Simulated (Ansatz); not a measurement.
The first iterations of a band of BFH5NSi (9 atoms, charge 0, multiplicity 1).

These are results of RKS PBE-D4/6-31G* (Ansatz 0.2.0), not measurements.

| Property | Result |
| --- | --- |
| movable images | 7 |
| climbing image | yes |
| spring | 0.1 eV/Å² |
| optimiser | quadratic models (default) |
| start path | through a guess of the saddle point |
| force threshold | 0.03 eV/Å |
| iteration limit | 60 |
| end points | relaxed |

Initial state:

```xyz
9
Properties=species:S:1:pos:R:3
F 0.618 -0.325 -1.988
B 1.024 0.566 -1.057
N 0.407 0.527 0.215
Si -0.869 -0.608 0.690
H 1.891 1.355 -1.341
H 0.724 1.205 0.908
H -2.089 -0.455 -0.164
H -0.403 -2.029 0.607
H -1.215 -0.282 2.112
```

Final state:

```xyz
9
Properties=species:S:1:pos:R:3
F -0.074 0.186 -2.199
B 0.577 0.111 -1.000
N -0.198 0.761 0.206
Si -0.129 -1.182 0.487
H 1.776 0.260 -0.939
H 0.309 1.383 0.841
H -1.131 1.132 -0.002
H 0.549 -1.255 1.833
H -1.592 -1.443 0.755
```

| iteration | highest image above the first end (eV) | largest band force component (eV/Å) |
| --- | --- | --- |
| 1 | 5.232 | 6.920 |
| 2 | 3.939 | 3.520 |
| 3 | 3.498 | 1.464 |
| 4 | 3.468 | 0.936 |
| 5 | 3.489 | 1.554 |
| 6 | 3.365 | 1.616 |
| 7 | 3.330 | 0.569 |
| 8 | 3.241 | 0.568 |
| 9 | 3.197 | 0.382 |
| 10 | 3.110 | 0.551 |
| 11 | 3.077 | 0.402 |

Does the band converge within its limit, and where does its top end?

The run converged. It ended after 35 iterations with the highest image 2.949 eV above the first end. The profile has 2 maxima (images 4, 7) with wells between them (image 6): this band takes more than one step, which may be the mechanism or a detour left from its start path. Neighbouring images differ by up to 1.4 eV, so the band resolves the path poorly. Another band between the same ends (7 images) ends at a top of the same energy, where a vibrational analysis finds 1 clearly imaginary mode. The orbitals stay closed-shell, which can raise the energy where a bond breaks towards radicals; this wasn't checked here.

The run took 6.4 min on 1 CPU thread of a shared host.
